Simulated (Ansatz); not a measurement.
Total energies of `CC(C)O[Si]Cl`.

```xyz
13

C    -0.001   -1.427    0.666
C    -0.139   -0.107   -0.057
C     0.097    1.087    0.842
O     0.822   -0.082   -1.117
Si    0.867    0.437   -2.653
Cl   -1.074    1.239   -2.940
H     0.997   -1.521    1.101
H    -0.737   -1.495    1.470
H    -0.160   -2.262   -0.018
H    -1.136   -0.031   -0.504
H    -0.617    1.083    1.668
H     1.107    1.058    1.256
H    -0.028    2.019    0.287
```

The species carries charge 0 and has multiplicity 1. The geometry is a stationary point of PBE0-D4/def2-TZVP. It is one conformer, not always the lowest. Basis def2-TZVPP, the Gaussian-basis code of Ansatz.

RPA on PBE orbitals: Hartree–Fock energy of these orbitals -941.07761 Eh, correlation -1.72814 Eh (frozen core).

```csv
functional,energy without D4 (Eh),D4 term (kJ/mol)
LDA (SPW92),-939.32808,–
PBE,-943.03879,-32.1
revPBE,-943.41012,-97.7
BLYP,-943.53993,-69.9
r2SCAN,-943.45217,-8.3
B97M-V,-943.41156,–
B3LYP,-943.66345,-51.4
r2SCANh,-943.44000,-8.9
HSE06 (plane-wave form),-943.09567,-25.6
BHLYP,-943.51008,-38.7
CAM-B3LYP,-943.55089,-27.9
LC-ωPBE,-943.27820,–
ωB97M-V,-943.49976,–
PBE-QIDH,-942.92522,–
```

Problem. Give the same for PBE0, r2SCAN0, ωB97X-V, B2PLYP. (An estimate is asked.)

Solution. Ansatz gave: 
```json
{"functional": "PBE0", "energy without D4 (Eh)": "-943.12046", "D4 term (kJ/mol)": "-27.4"}
{"functional": "r2SCAN0", "energy without D4 (Eh)": "-943.42319", "D4 term (kJ/mol)": "-9.8"}
{"functional": "ωB97X-V", "energy without D4 (Eh)": "-943.44842", "D4 term (kJ/mol)": "–"}
{"functional": "B2PLYP", "energy without D4 (Eh)": "-943.21289", "D4 term (kJ/mol)": "–"}
```

B3LYP takes the VWN-RPA correlation (the form of Gaussian; ORCA's B3LYP/G). HSE06 is the plane-wave form, built on full-range PBE exchange. The double hybrids freeze the cores in their second-order part.

LC-ωPBE has ω = 0.4 bohr⁻¹.
